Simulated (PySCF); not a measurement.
A PySCF script (with the pyscf-properties extension) for the NMR shieldings of `CC[C@@H](C)C[SiH](F)F`, C₅H₁₂F₂Si, on a GFN2-xTB geometry:

```python
import basis_set_exchange as bse
import numpy as np
from pyscf import gto, dft
from pyscf.prop import nmr

atoms = """
C    -1.898239    0.708034    1.296877
C    -0.737350    0.853080    0.319592
C    -0.147756   -0.486886   -0.131525
C    -1.127272   -1.262157   -1.010985
C     1.165669   -0.267581   -0.898344
Si    2.591687    0.420866    0.131317
F     3.980717   -0.030288   -0.528218
F     2.643719   -0.327558    1.546294
H    -2.741472    0.199320    0.837715
H    -2.235584    1.688297    1.625972
H    -1.587300    0.140883    2.171447
H     0.050076    1.433035    0.807278
H    -1.065898    1.414745   -0.558344
H     0.066134   -1.085384    0.760319
H    -1.368701   -0.690635   -1.905500
H    -2.048994   -1.473121   -0.476196
H    -0.694944   -2.212293   -1.317394
H     1.486190   -1.227597   -1.315396
H     0.963922    0.379706   -1.754921
H     2.700246    1.836213    0.396979
"""
names = dict.fromkeys(["C", "Si", "F", "H"], "pcSseg-1")
basis = {el: gto.basis.parse(bse.get_basis(n, elements=[el], fmt="nwchem")) for el, n in names.items()}
mol = gto.M(atom=atoms, basis=basis, charge=0, verbose=0)
mf = dft.RKS(mol, xc="PBE0")
mf.grids.level = 2
mf.grids.alignment = dft.numint.BLKSIZE   # the property module wants whole blocks of grid points
mf.conv_tol = 1e-9
mf.kernel()

calc = nmr.RKS(mf)   # GIAO
C = mf.mo_coeff
Co = C[:, mf.mo_occ > 0]
resp = mf.gen_response(singlet=True, hermi=2)
def vind(x):   # induced exchange potential for any number of trial vectors
    d = np.einsum("pi,xij,qj->xpq", C, 2 * x.reshape(-1, C.shape[1], Co.shape[1]), Co, optimize=True)
    return np.einsum("xpq,pi,qj->xij", resp(d - d.transpose(0, 2, 1)), C, Co, optimize=True).ravel()
mo1, _ = nmr.rhf.solve_mo1(calc, with_cphf=vind)
sigma = calc.kernel(mo1)
for i, s in enumerate(sigma):   # ppm
    print("%2d %-2s %9.2f" % (i, mol.atom_pure_symbol(i), np.trace(s) / 3))
```

**Question.** What does it print?

**Answer.** 
```
 0 C     171.88
 1 C     150.67
 2 C     152.82
 3 C     162.47
 4 C     156.95
 5 Si    350.65
 6 F     326.42
 7 F     336.61
 8 H      30.53
 9 H      30.54
10 H      30.89
11 H      30.39
12 H      30.77
13 H      30.12
14 H      31.27
15 H      30.15
16 H      30.69
17 H      30.56
18 H      31.06
19 H      26.57
```

These numbers come from an equivalent density-fitted implementation of the same equations, which agrees with the script to about 0.01 ppm for H and up to a few tenths of a ppm for heavy atoms, so last digits may differ.

**Question.** Turn these shieldings into chemical shifts. δ = σ(ref) − σ, references computed at the same level: 13C (σ = 186.93 ppm) and 29Si (σ = 349.16 ppm) and 1H (σ = 31.72 ppm) against TMS; 19F (σ = 170.95 ppm) vs CFCl3.

**Answer.** Averaging equivalent atoms: C 1: 36.3; C 2: 34.1; C 4: 30.0; C 3: 24.5; C 0: 15.0; Si 5: -1.5; F 6: -155.5; F 7: -165.7; H 19: 5.14; H 13: 1.60; H 11: 1.33; H 17: 1.15; H 8/9/10: 1.06; H 14/15/16: 1.01; H 12: 0.95; H 18: 0.66 ppm. Unscaled 19F shifts against computed CFCl3 carry errors that often reach 10 to 50 ppm.

Size and cost of the density-fitted run: 203 basis functions, 97 s wall time on 1 thread of an Intel Xeon, shared host; peak memory 0.92 GiB.
